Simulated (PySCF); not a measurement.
Cl₃Ge (SMILES [Cl][Ge]([Cl])[Cl]), doublet, geometry from GFN2-xTB; PBE0/3-21G run with PySCF.

Here is a job for PySCF.
```python
from pyscf import gto, scf, dft

mol = gto.M(
    atom='''
Cl   -1.475620   -1.378687   -0.287449
Ge    0.002188    0.015329    0.530817
Cl   -0.450535    1.951272   -0.387835
Cl    1.922035   -0.601438   -0.323900
''',
    basis='3-21g',
    charge=0,
    spin=1,
    verbose=4,
)

mf = dft.UKS(mol)
mf.xc = 'pbe0'
mf.kernel()
```

Output, abridged:

```
PySCF version 2.14.0

[INPUT] verbose = 4
[INPUT] num. atoms = 4
[INPUT] num. electrons = 83
[INPUT] charge = 0
[INPUT] spin (= nelec alpha-beta = 2S) = 1
[INPUT] symmetry False subgroup None
[INPUT] Mole.unit = angstrom
[INPUT] Symbol           X                Y                Z      unit          X                Y                Z       unit  Magmom
[INPUT]  1 Cl    -1.475620000000  -1.378687000000  -0.287449000000 AA   -2.788517663931  -2.605340841498  -0.543199884780 Bohr   0.0
[INPUT]  2 Ge     0.002188000000   0.015329000000   0.530817000000 AA    0.004134720761   0.028967611763   1.003098752263 Bohr   0.0
[INPUT]  3 Cl    -0.450535000000   1.951272000000  -0.387835000000 AA   -0.851387759531   3.687369674532  -0.732901931521 Bohr   0.0
[INPUT]  4 Cl     1.922035000000  -0.601438000000  -0.323900000000 AA    3.632119751828  -1.136553100906  -0.612082291747 Bohr   0.0

nuclear repulsion = 525.944591738636
number of shells = 31
number of NR pGTOs = 135
number of NR cGTOs = 61
basis = 3-21g
ecp = {}

******** <class 'pyscf.dft.uks.UKS'> ********
method = UKS
initial guess = minao
damping factor = 0
level_shift factor = 0
DIIS = <class 'pyscf.scf.diis.CDIIS'>
diis_start_cycle = 1
diis_space = 8
diis_damp = 0
SCF conv_tol = 1e-09
SCF conv_tol_grad = None
SCF max_cycles = 50
direct_scf = True
direct_scf_tol = 1e-13
number electrons alpha = 42  beta = 41
XC library pyscf.dft.libxc version 7.1.2
    S. Lehtola, C. Steigemann, M. J. T. Oliveira, and M. A. L. Marques,  SoftwareX 7, 1–5 (2018)
XC functionals = pbe0
    C. Adamo and V. Barone,  J. Chem. Phys. 110, 6158 (1999)
    M. Ernzerhof and G. E. Scuseria,  J. Chem. Phys. 110, 5029 (1999)
radial grids:
    Treutler-Ahlrichs [JCP 102, 346 (1995); DOI:10.1063/1.469408] (M4) radial grids

becke partition: Becke, JCP 88, 2547 (1988); DOI:10.1063/1.454033
pruning grids: <function nwchem_prune>
grids dens level: 3
symmetrized grids: False
atomic radii adjust function: <function treutler_atomic_radii_adjust>
small_rho_cutoff = 0
Set gradient conv threshold to 3.16228e-05
tot grids = 77280
init E= -3437.83830287257

cycle= 1 E= -3440.21178217569  delta_E= -2.37  |g|= 0.282  |ddm|=  1.6
cycle= 2 E= -3440.15897665636  delta_E= 0.0528  |g|= 0.41  |ddm|= 1.08
cycle= 3 E= -3440.28279290451  delta_E= -0.124  |g|= 0.00904  |ddm|= 0.588
cycle= 4 E= -3440.28292049729  delta_E= -0.000128  |g|= 0.00143  |ddm|= 0.0312
cycle= 5 E= -3440.28292668719  delta_E= -6.19e-06  |g|= 0.000465  |ddm|= 0.00837
cycle= 6 E= -3440.2829270437  delta_E= -3.57e-07  |g|= 0.000107  |ddm|= 0.00171
cycle= 7 E= -3440.28292707426  delta_E= -3.06e-08  |g|= 3.23e-05  |ddm|= 0.000528
cycle= 8 E= -3440.28292707703  delta_E= -2.77e-09  |g|= 5.47e-06  |ddm|= 0.000156
cycle= 9 E= -3440.28292707707  delta_E= -4.18e-11  |g|= 4.03e-06  |ddm|= 2.55e-05
Extra cycle  E= -3440.28292707706  delta_E= 1.36e-11  |g|= 5.33e-06  |ddm|= 1.41e-05
converged SCF energy = -3440.28292707706  <S^2> = 0.75287287  2S+1 = 2.0028708
```
